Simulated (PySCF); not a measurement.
PySCF input (M06-2X/6-31G* (5d)):

```python
from pyscf import gto, dft

mol = gto.M(
    atom='''
    O    -1.26213500   -0.63499000    0.61597600
    Si   -0.04589700   -0.23066000   -0.58548900
    O    -0.04721500    1.50636800   -0.32287600
    O     1.36339100   -0.59978500    0.39629000
    H    -0.79083900   -0.84514700    1.43309400
    H    -0.63235300    1.67663400    0.42718400
    H     1.63341500    0.22501300    0.82145300
    ''',
    basis='6-31g*',
    charge=-1,
    spin=0,
    verbose=4,
)

mf = dft.RKS(mol, xc='m062x')
mf.grids.level = 4
mf.conv_tol = 1e-9
mf.max_cycle = 100
mf.max_memory = 1500
mf.kernel()
if not mf.converged:
    mf = mf.newton()
    mf.kernel(mf.make_rdm1())
mf.dip_moment()
```

Output:

```
PySCF version 2.14.0

[INPUT] verbose = 4
[INPUT] num. atoms = 7
[INPUT] num. electrons = 42
[INPUT] charge = -1
[INPUT] spin (= nelec alpha-beta = 2S) = 0
[INPUT] symmetry False subgroup None
[INPUT] Mole.unit = angstrom
[INPUT] Symbol           X                Y                Z      unit          X                Y                Z       unit  Magmom
[INPUT]  1 O     -1.262135000000  -0.634990000000   0.615976000000 AA   -2.385089482228  -1.199957191838   1.164025939305 Bohr   0.0
[INPUT]  2 Si    -0.045897000000  -0.230660000000  -0.585489000000 AA   -0.086732759939  -0.435884227892  -1.106413858945 Bohr   0.0
[INPUT]  3 O     -0.047215000000   1.506368000000  -0.322876000000 AA   -0.089223418971   2.846622962809  -0.610147212195 Bohr   0.0
[INPUT]  4 O      1.363391000000  -0.599785000000   0.396290000000 AA    2.576435590697  -1.133429383622   0.748879565904 Bohr   0.0
[INPUT]  5 H     -0.790839000000  -0.845147000000   1.433094000000 AA   -1.494469118625  -1.597096364998   2.708155170757 Bohr   0.0
[INPUT]  6 H     -0.632353000000   1.676634000000   0.427184000000 AA   -1.194973984047   3.168379071134   0.807260764796 Bohr   0.0
[INPUT]  7 H      1.633415000000   0.225013000000   0.821453000000 AA    3.086706997756   0.425212944467   1.552321194202 Bohr   0.0

nuclear repulsion = 172.907191432598
number of shells = 32
number of NR pGTOs = 144
number of NR cGTOs = 66
basis = 6-31g*
ecp = {}

******** <class 'pyscf.dft.rks.RKS'> ********
method = RKS
initial guess = minao
damping factor = 0
level_shift factor = 0
DIIS = <class 'pyscf.scf.diis.CDIIS'>
diis_start_cycle = 1
diis_space = 8
diis_damp = 0
SCF conv_tol = 1e-09
SCF conv_tol_grad = None
SCF max_cycles = 100
direct_scf = True
direct_scf_tol = 1e-13
XC library pyscf.dft.libxc version 7.1.2
    S. Lehtola, C. Steigemann, M. J. T. Oliveira, and M. A. L. Marques,  SoftwareX 7, 1–5 (2018)
XC functionals = m062x
    Y. Zhao and D. G. Truhlar,  Theor. Chem. Acc. 120, 215 (2008)
    Y. Zhao and D. G. Truhlar,  Theor. Chem. Acc. 120, 215 (2008)
radial grids:
    Treutler-Ahlrichs [JCP 102, 346 (1995); DOI:10.1063/1.469408] (M4) radial grids

becke partition: Becke, JCP 88, 2547 (1988); DOI:10.1063/1.454033
pruning grids: <function nwchem_prune>
grids dens level: 4
symmetrized grids: False
atomic radii adjust function: <function treutler_atomic_radii_adjust>
small_rho_cutoff = 0
Set gradient conv threshold to 3.16228e-05
Initial guess from minao.
tot grids = 160824
init E= -516.991814131272
  HOMO = -0.233446263708288  LUMO = 0.0176324642412945  gap/eV = 6.83220
cycle= 1 E= -516.715365077865  delta_E= 0.276  |g|= 1.06  |ddm|= 2.43
  HOMO = 0.0503260802351195  LUMO = 0.332267787605778  gap/eV = 7.67202
cycle= 2 E= -516.681615537447  delta_E= 0.0337  |g|= 1.18  |ddm|= 1.69
  HOMO = -0.00688550974147573  LUMO = 0.296219411325272  gap/eV = 8.24791
cycle= 3 E= -516.935323986459  delta_E= -0.254  |g|= 0.044  |ddm|= 0.829
  HOMO = -0.0180954904840487  LUMO = 0.290272249016251  gap/eV = 8.39111
cycle= 4 E= -516.935843487872  delta_E= -0.00052  |g|= 0.0118  |ddm|= 0.0752
  HOMO = -0.0152896466743768  LUMO = 0.291969668037701  gap/eV = 8.36095
cycle= 5 E= -516.935893303925  delta_E= -4.98e-05  |g|= 0.00228  |ddm|= 0.0241
  HOMO = -0.0156675421650521  LUMO = 0.291650669515657  gap/eV = 8.36255
cycle= 6 E= -516.935895117188  delta_E= -1.81e-06  |g|= 0.000369  |ddm|= 0.00417
  HOMO = -0.0156104754498982  LUMO = 0.291668246898951  gap/eV = 8.36148
cycle= 7 E= -516.935895215503  delta_E= -9.83e-08  |g|= 9.05e-05  |ddm|= 0.00128
  HOMO = -0.0156163088827861  LUMO = 0.291663654862799  gap/eV = 8.36151
cycle= 8 E= -516.935895219521  delta_E= -4.02e-09  |g|= 1.51e-05  |ddm|= 0.00021
  HOMO = -0.0156154681587779  LUMO = 0.291664583973027  gap/eV = 8.36152
cycle= 9 E= -516.935895219641  delta_E= -1.2e-10  |g|= 4.77e-06  |ddm|= 3.69e-05
  HOMO = -0.0156151903889188  LUMO = 0.29166472011116  gap/eV = 8.36151
Extra cycle  E= -516.935895219643  delta_E= -1.82e-12  |g|= 5.3e-06  |ddm|= 8.96e-06
converged SCF energy = -516.935895219643

WARN: System has nonzero charge -1; the dipole moment is origin-dependent.
Location of origin: [0. 0. 0.]

Dipole moment(X, Y, Z, Debye):  0.32000,  1.60832,  4.08241
```

The dipole moment of an ion depends on the origin.

The geometry given is a B3LYP-D3(BJ)/def2-TZVP minimum.
